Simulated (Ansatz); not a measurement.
Conformers and stereoisomers of C2H8OSi2 (`O[SiH2]C=C[SiH3]`), each relaxed with PBE0-D4/def2-TZVP in Ansatz. CBS adds the triple-zeta coupled-cluster correction to the MP2 limit.

Not all of them had a frequency check.

Conformer A:

```xyz
13

O     1.023    0.883    1.382
Si   -0.535    1.334    1.087
C    -1.317    0.282   -0.231
C    -0.744   -0.722   -0.905
Si    1.004   -1.389   -0.756
H     1.701    1.183    0.776
H    -1.270    1.167    2.364
H    -0.611    2.762    0.664
H    -2.358    0.518   -0.468
H    -1.356   -1.240   -1.646
H     1.169   -2.413   -1.823
H     2.028   -0.335   -0.999
H     1.265   -2.031    0.555
```

Conformer B:

```xyz
13

O     2.535    0.900   -0.492
Si    1.468    1.378    0.670
C    -0.130    0.431    0.543
C    -0.391   -0.430   -0.447
Si   -1.980   -1.392   -0.593
H     2.989    0.067   -0.360
H     1.237    2.826    0.445
H     2.035    1.180    2.034
H    -0.887    0.583    1.315
H     0.370   -0.570   -1.217
H    -1.709   -2.856   -0.589
H    -2.678   -1.067   -1.866
H    -2.858   -1.050    0.557
```

**Question.** Which is lowest in electronic energy at CCSD(T)/CBS (frozen core, def2 sets), and by how much? (Estimate.)

**Answer.** Computed: B; A lies 8.7 kJ/mol higher.

**Question.** Give the energies relative to B (kJ/mol) with PBE-D4/def2-TZVPP, r2SCAN-D4/def2-TZVPP, B3LYP-D4/def2-TZVPP, ωB97M-V/def2-TZVPP, SCS-MP2/def2-TZVPP, CCSD/def2-TZVPP, SCS-MP2/def2-QZVPP. (Estimate.)

**Answer.** Ansatz gave: 
```
               level     A
   PBE-D4/def2-TZVPP   6.3
r2SCAN-D4/def2-TZVPP   7.5
 B3LYP-D4/def2-TZVPP   6.4
  ωB97M-V/def2-TZVPP   7.2
  SCS-MP2/def2-TZVPP   9.7
     CCSD/def2-TZVPP   9.5
  SCS-MP2/def2-QZVPP  10.0
```

B3LYP here is the variant with VWN-RPA as its local correlation; programs differ in this.
